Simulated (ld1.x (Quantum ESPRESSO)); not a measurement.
## u(r) = r·R(r): atom against pseudo-atom (hydrogen)

Columns: radius, all-electron u(r) and pseudo u(r) of the 1s shell (level -6.49 eV) of hydrogen in the configuration 1s1; PBE, non-relativistic, TM scheme, ld1.x (Quantum ESPRESSO) 7.5.

| r (bohr) | all-electron | pseudo |
| --- | --- | --- |
| 0.068 | 0.1219 | 0.0965 |
| 0.135 | 0.2260 | 0.1894 |
| 0.202 | 0.3158 | 0.2782 |
| 0.270 | 0.3938 | 0.3621 |
| 0.338 | 0.4601 | 0.4381 |
| 0.405 | 0.5150 | 0.5039 |
| 0.473 | 0.5615 | 0.5605 |
| 0.540 | 0.5992 | 0.6059 |
| 0.608 | 0.6301 | 0.6418 |
| 0.675 | 0.6543 | 0.6679 |
| 0.742 | 0.6728 | 0.6860 |
| 0.810 | 0.6867 | 0.6977 |
| 0.878 | 0.6960 | 0.7042 |
| 0.945 | 0.7015 | 0.7067 |
| 1.013 | 0.7036 | 0.7064 |
| 1.080 | 0.7028 | 0.7040 |
| 1.148 | 0.6995 | 0.6998 |
| 1.215 | 0.6940 | 0.6940 |
| 1.283 | 0.6865 | 0.6865 |
| 1.350 | 0.6775 | 0.6775 |
| 1.418 | 0.6670 | 0.6670 |
| 1.485 | 0.6555 | 0.6555 |
| 1.553 | 0.6429 | 0.6429 |
| 1.620 | 0.6296 | 0.6296 |
| 1.688 | 0.6155 | 0.6155 |
| 1.755 | 0.6011 | 0.6011 |

**Question.** How many radial nodes do the two functions have?

**Answer.** The all-electron 1s function has n − l − 1 = 0; the pseudo-wave has 0.

**Question.** At about which radius was the pseudo-wave matched?

**Answer.** 1.35 bohr. The columns agree to 0.0005 from 1.15 bohr on; several derivatives are matched, so the curves merge somewhat inside the radius.

**Question.** Is the pseudo-wave norm-conserving?

**Answer.** Yes: the TM scheme keeps the norm inside the radius equal to the all-electron one, which fixes the energy derivative of the logarithmic derivative at the level.
